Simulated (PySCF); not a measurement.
All of these have the formula C2H11GeNSi. Method: PySCF, TDDFT PBE0/def2-SVPD, vertical, gas phase, core orbitals frozen in the response. Geometries: PBE0-D3(BJ)/def2-SVP; one conformer of each isolated species. Relativistic effects are left out although some hold elements past zinc.

A. `CC[N]([SiH3])[GeH3]`
B. `[SiH2]([GeH3])N(C)C`
C. `C[SiH](C)[NH][GeH3]`
D. `C[CH2][Ge@@H]([NH2])[SiH3]`

Lowest singlet levels (six at most, fewer where fewer were computed) with oscillator strengths:

1. 5.20 eV (f 0.005); 5.69 eV (f 0.022); 5.93 eV (f 0.045); 6.08 eV (f 0.013); 6.56 eV (f 0.001); 6.65 eV (f 0.006)
2. 5.56 eV (f 0.002); 6.06 eV (f 0.030); 6.29 eV (f 0.004); 6.74 eV (f 0.008); 6.89 eV (f 0.003); 6.97 eV (f 0.005)
3. 5.78 eV (f 0.016); 6.43 eV (f 0.020); 6.62 eV (f 0.019); 6.74 eV (f 0.021); 6.89 eV (f 0.039); 7.22 eV (f 0.023)
4. 5.92 eV (f 0.007); 6.33 eV (f 0.022); 6.98 eV (f 0.055); 7.03 eV (f 0.013); 7.21 eV (f 0.026); 7.44 eV (f 0.010)

Question: Which spectrum belongs to which structure?

Answer: 1 = B, 2 = A, 3 = D, 4 = C.
- A: S1 at 5.56 eV, HOMO→LUMO (96%); Löwdin shares by element: HOMO nitrogen 53%, silicon 9%, carbon 7% or more, germanium 7% (atoms not listed hold the other 24%); LUMO germanium 24%, silicon 18%, carbon 7% or more, nitrogen 6% (atoms not listed hold the other 45%); HOMO -6.77 and LUMO 0.11 eV.
- B: S1 at 5.20 eV, HOMO→LUMO (92%); Löwdin shares by element: HOMO nitrogen 52%, carbon 16%, silicon 8% (atoms not listed hold the other 24%); LUMO silicon 26%, germanium 20%, hydrogen 15% or more (atoms not listed hold the other 38%); HOMO -6.39 and LUMO 0.11 eV.
- C: S1 at 5.92 eV, HOMO→LUMO (90%); Löwdin shares by element: HOMO nitrogen 54%, silicon 11%, germanium 9%, hydrogen 8% or more (atoms not listed hold the other 19%); LUMO germanium 31%, hydrogen 19% or more, silicon 12% (atoms not listed hold the other 38%); HOMO -6.99 and LUMO 0.23 eV.
- D: S1 at 5.78 eV, HOMO→LUMO (94%); Löwdin shares by element: HOMO nitrogen 48%, carbon 16% or more, germanium 12%, hydrogen 5% or more (atoms not listed hold the other 19%); LUMO germanium 25%, silicon 16%, nitrogen 10%, hydrogen 8% or more (atoms not listed hold the other 41%); HOMO -7.02 and LUMO 0.06 eV.
C and D have S1 within 0.14 eV of each other; their strongest listed levels stand at 6.98 eV (f 0.055) and 6.89 eV (f 0.039).
